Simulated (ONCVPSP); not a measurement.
## Which change was made? (Zn, ONCV)

```
Element                 : zinc (Zn)
Generator               : ONCVPSP 4.0.1
Type                    : optimised norm-conserving Vanderbilt (ONCV)
Functional              : PBE
Relativity              : fully relativistic
Frozen core             : [Ne]
Valence charge          : 20
Reference configuration : 3s2 3p6 3d10 (charge +2)
Partial waves           : 3s: rc 1.10 bohr, ncon 5, nbas 9, qcut 9.4 1/bohr, 2 projectors, debl 1.2 Ha; 3p: rc 0.70 bohr, ncon 3, nbas 7, qcut 12.6 1/bohr, 2 projectors, debl 2.7 Ha; 3d: rc 1.35 bohr, ncon 3, nbas 8, qcut 9.2 1/bohr, 2 projectors, debl 1.4 Ha
Local potential         : polynomial inside 0.45 bohr (lpopt 5, dvloc0 0 Ha)
Core correction         : Teter function, fcfact 3.5, rcfact 1.55
```

Open shells are filled in proportion to 2j + 1.

In the s channel the program set the typed energies aside and used -5.515, 0.250 Ha. In the p channel the program set the typed energies aside and used -3.796, 0.250 Ha (j = l + 1/2; the other j can differ).

Cutoffs, loose and tight: the cutoffs (Ha) at which the residual kinetic energy of the hardest occupied pseudo-wave falls to 1 and 0.1 mHa per electron. They do not see the model core or the augmentation charge, which bear on the density cutoff. Test errors are all-electron minus pseudo excitation energies from the reference, over the configurations 3s2 3p6 3d10 4s2; 3s2 3p6 3d10 4s1; 3s2 3p6 3d9; 3s2 3p6 3d10 4p1; variants that change the core or the reference have their own tests.

The base gives: outcome: generated, projector energies reset by the program; cutoff, loose: 63 Ha; cutoff, tight: 279 Ha; bound ghosts: none; GHOST(+) flags above zero: s; largest test error (meV): +115.

Question: After one change the result is: outcome: generated, projector energies reset by the program; bound ghosts: none; GHOST(+) flags above zero: s, d5/2, d3/2; largest test error (meV): +7.5. Which change was it?
A. all radii but the core radius scaled by about 0.77 (s 0.84, p 0.54, d 1.04 bohr); local potential polynomial inside 0.34 bohr (lpopt 5, dvloc0 0 Ha)
B. all radii but the core radius scaled by about 0.93 (s 1.02, p 0.66, d 1.26 bohr); local potential polynomial inside 0.42 bohr (lpopt 5, dvloc0 0 Ha)
C. all radii but the core radius scaled by about 1.07 (s 1.18, p 0.74, d 1.44 bohr); local potential polynomial inside 0.48 bohr (lpopt 5, dvloc0 0 Ha)

Answer: A. The others give: all radii but the core radius scaled by about 0.93 (s 1.02, p 0.66, d 1.26 bohr); local potential polynomial inside 0.42 bohr (lpopt 5, dvloc0 0 Ha) → outcome: generated, projector energies reset by the program; cutoff, loose: 78 Ha; cutoff, tight: 350 Ha; bound ghosts: none; GHOST(+) flags above zero: s; largest test error (meV): +81 | all radii but the core radius scaled by about 1.07 (s 1.18, p 0.74, d 1.44 bohr); local potential polynomial inside 0.48 bohr (lpopt 5, dvloc0 0 Ha) → outcome: generated, projector energies reset by the program; cutoff, loose: 47 Ha; cutoff, tight: 122 Ha; bound ghosts: none; GHOST(+) flags above zero: s; largest test error (meV): +150.
